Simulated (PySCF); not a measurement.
Isomers of [C8H11N2]+ (charge +1), from PBE0-D3(BJ)/def2-SVP geometry optimisation, gas phase in PySCF 2.14.0. One conformer each, no zero-point energy, no frequencies.

Task: Which isomer lies lower at this level?
A. `[NH2+:1]=[CH:2][NH:3][CH2:4][c:5]1[cH:6][cH:7][cH:8][cH:9][cH:10]1` (charge +1) with N1–C2–N3–C4 3°, C2–N3–C4–C5 -46°, N3–C4–C5–C6 123°: A = 2540, B = 906.4, C = 896.8 MHz, dipole 7.23 D
B. `C[n+]1c([nH]c(C)c1)C#CC`: A = 2684, B = 744.3, C = 589.3 MHz, dipole 0.21 D

Result: A. That is N-benzylformamidinium cation (`[NH2+]=CNCc1ccccc1`), 30.4 kcal/mol below the other.

```tsv
SMILES	mapped SMILES	E (Eh)	relative (kcal/mol)	relative (kJ/mol)	dipole about centre of mass (D)
[NH2+]=CNCc1ccccc1	[NH2+:1]=[CH:2][NH:3][CH2:4][c:5]1[cH:6][cH:7][cH:8][cH:9][cH:10]1	-419.98878	0.0	0.0	7.23
CC#Cc1[nH]c(C)c[n+]1C	[CH3:1][C:2]#[C:3][c:4]1[nH:5][c:6]([CH3:7])[cH:8][n+:9]1[CH3:10]	-419.94032	30.4	127.2	0.21
```
